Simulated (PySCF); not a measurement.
CH₄FNOSi₂, SMILES F[Si@H]1N=CO[SiH2]1.

Geometry: r2SCAN-D4/def2-SVP. The structure was generated by enumeration; whether it is a known compound was not checked.

Two levels are set side by side: TDDFT-PBE/def2-SVPD (PySCF) and TDDFT-CAM-B3LYP/def2-SVPD (PySCF). Vertical, same geometry. The lowest singlet is HOMO→LUMO 99 % with PBE and HOMO→LUMO 82 % with the other functional; states are paired by order. Differences are taken from unrounded values.

```json
[
 {"quantity": "lowest singlet excitation (eV)", "TDDFT-CAM-B3LYP": "4.85", "TDDFT-PBE": "4.28", "TDDFT-PBE minus TDDFT-CAM-B3LYP": "-0.57"},
 {"quantity": "lowest triplet excitation (TDA) (eV)", "TDDFT-CAM-B3LYP": "4.49", "TDDFT-PBE": "3.98", "TDDFT-PBE minus TDDFT-CAM-B3LYP": "-0.51"},
 {"quantity": "first bright state (f over 0.05) (eV)", "TDDFT-CAM-B3LYP": "6.09", "TDDFT-PBE": "5.25", "TDDFT-PBE minus TDDFT-CAM-B3LYP": "-0.83"},
 {"quantity": "its oscillator strength", "TDDFT-CAM-B3LYP": "0.07", "TDDFT-PBE": "0.07", "TDDFT-PBE minus TDDFT-CAM-B3LYP": "0.00"}
]
```

Functionals without exact exchange tend to place singlet excitations lower, as here. Differences between two approximate levels are no errors against the true value.

Rough cost on one machine, each run with all the roots and properties that it gave: TDDFT-CAM-B3LYP against TDDFT-PBE about 8 times.
